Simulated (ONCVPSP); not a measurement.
Before and after: ONCV potential for phosphorus (P)

phosphorus (P), optimised norm-conserving Vanderbilt (ONCV), made with ONCVPSP 4.0.1 (PBEsol, scalar-relativistic). Core [Ne], reference 3s2 3p1 (charge +2). Waves: 3s: rc 1.35 bohr, ncon 3, nbas 6, qcut 3.8 1/bohr, 3 projectors, debl 3 Ha; 3p: rc 1.40 bohr, ncon 4, nbas 8, qcut 4.8 1/bohr, 2 projectors, debl 2.6 Ha; d scattering state at 0.43 Ha: rc 1.15 bohr, ncon 5, nbas 9, qcut 8.3 1/bohr, 3 projectors, debl 2.1 Ha. Local part: polynomial inside 0.95 bohr (lpopt 5, dvloc0 0 Ha). Core correction: none.

Change: all radii scaled by about 1.23 (s 1.66, p 1.72, d 1.40 bohr); local potential polynomial inside 1.16 bohr (lpopt 5, dvloc0 0 Ha).

Cutoffs: the cutoffs (Ha) at which the residual kinetic energy of the hardest occupied pseudo-wave falls to 1 and 0.1 mHa per electron; they do not see the model core or the augmentation charge, which bear on the density cutoff. Errors are all-electron minus pseudo energies relative to the spin-unpolarised reference configuration.

Question: Predict the effect on cutoff, ghosts and configuration errors.

Answer: The potential gets softer (21 Ha and 45 Ha → 17 Ha and 35 Ha); the bound ghost in d, s disappears; of the 4 tests that both files solve, the error grows in 4 and shrinks in 0 by more than 15 % and 0.3 meV (median size 9.6 → 17.2 meV). A larger radius leaves more room for a smooth pseudo-wave, so fewer plane waves are needed. More of the atom is replaced by a form fitted at one configuration, so other configurations suffer.

| quantity | base | changed |
| --- | --- | --- |
| cutoff, loose | 21 Ha | 17 Ha |
| cutoff, tight | 45 Ha | 35 Ha |
| loose cutoff by channel | s 21 Ha, p 5.5 Ha | s 17 Ha, p 5.5 Ha |
| bound ghosts | s, d | none |
| GHOST(+) flags under 300 eV | s at 206.9 eV | s at 262.2 eV |
| error for 3s2 3p3, meV [ΔE -28.81 eV] | +12 | +17 |
| error for 3s2 3p2, meV [ΔE -19.11 eV] | +6.3 | +8.2 |
| error for 3s2 3p0, meV [ΔE 29.71 eV] | +15 | +18 |
| error for 3s0 3p5, meV [ΔE -11.66 eV] | +7.1 | +32 |

 A true bound ghost makes a file unfit for plane-wave use even where its test errors are small: the radial tests pick states by their node count and pass the ghost by.
